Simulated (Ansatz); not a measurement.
Isolated molecules relaxed with PBE0-D4/def2-TZVP in Ansatz; ΔE leaves out vibrations. CCSD(T)/CBS adds triple-zeta CCSD(T) − MP2 to the extrapolated MP2 energy (def2 sets, frozen cores). This one scheme is used for every species. One conformer a species, not always the lowest.

`C[SiH](F)N[SiH2]F` + `O[SiH](O)O[SiH](F)F` → `F[SiH2]O[SiH](F)F` + `C[SiH](F)N[SiH](O)O`  (redistribution)

`C[SiH](F)N[SiH2]F`:

```xyz
13

C    -1.634    1.018   -1.145
Si    0.100    0.793   -0.541
F     0.654    2.247   -0.150
N     0.166   -0.254    0.820
Si    1.328   -1.461    1.163
F     0.831   -2.910    0.699
H    -2.051    0.066   -1.483
H    -2.277    1.410   -0.351
H    -1.666    1.724   -1.977
H     1.027    0.242   -1.555
H    -0.580   -0.156    1.495
H     1.543   -1.556    2.624
H     2.559   -1.162    0.402
```

`O[SiH](O)O[SiH](F)F`:

Cartesian coordinates in Å:
```
O -0.353 1.609 1.368
Si 0.234 0.092 1.208
O -0.889 -1.060 1.467
O 0.805 0.049 -0.323
Si 0.435 -0.196 -1.862
F -1.091 -0.624 -1.965
F 1.287 -1.398 -2.427
H -0.771 1.842 2.197
H 1.330 -0.199 2.143
H -1.652 -1.103 0.887
H 0.666 0.987 -2.693
```

`F[SiH2]O[SiH](F)F`:

Cartesian coordinates in Å:
```
F -0.139 0.329 2.505
Si -0.778 -0.487 1.298
O 0.199 -0.340 0.006
Si 0.807 0.398 -1.283
F 0.067 1.777 -1.508
F 0.529 -0.493 -2.556
H -0.829 -1.909 1.683
H -2.101 0.100 1.005
H 2.246 0.625 -1.150
```

`C[SiH](F)N[SiH](O)O`:

```xyz
15

C     1.244   -1.936    1.254
Si   -0.185   -0.994    0.550
F    -0.970   -0.255    1.754
N     0.355    0.206   -0.544
Si   -0.632    1.351   -1.378
O    -2.089    1.329   -0.636
O     0.126    2.802   -1.416
H     0.897   -2.653    2.002
H     1.763   -2.494    0.470
H     1.961   -1.267    1.734
H    -1.209   -1.870   -0.061
H     1.354    0.291   -0.671
H    -0.881    1.042   -2.795
H    -2.115    1.246    0.321
H     0.381    3.201   -0.583
```

```json
{"species": "`C[SiH](F)N[SiH2]F`", "MP2/CBS(def2) energy (Eh)": "-874.84648"}
{"species": "`O[SiH](O)O[SiH](F)F`", "MP2/CBS(def2) energy (Eh)": "-1005.97094"}
{"species": "`F[SiH2]O[SiH](F)F`", "MP2/CBS(def2) energy (Eh)": "-954.76890"}
{"species": "`C[SiH](F)N[SiH](O)O`", "MP2/CBS(def2) energy (Eh)": "-926.04560"}
```

(1) Work out ΔE.

Largest T1 diagnostic among the species: 0.012.

Answers

(1) ΔE = (-954.76890) + (-926.04560) − (-874.84648) − (-1005.97094) = 0.00292 Eh = +0.08 eV. CCSD(T)/CBS gives +0.08 eV.
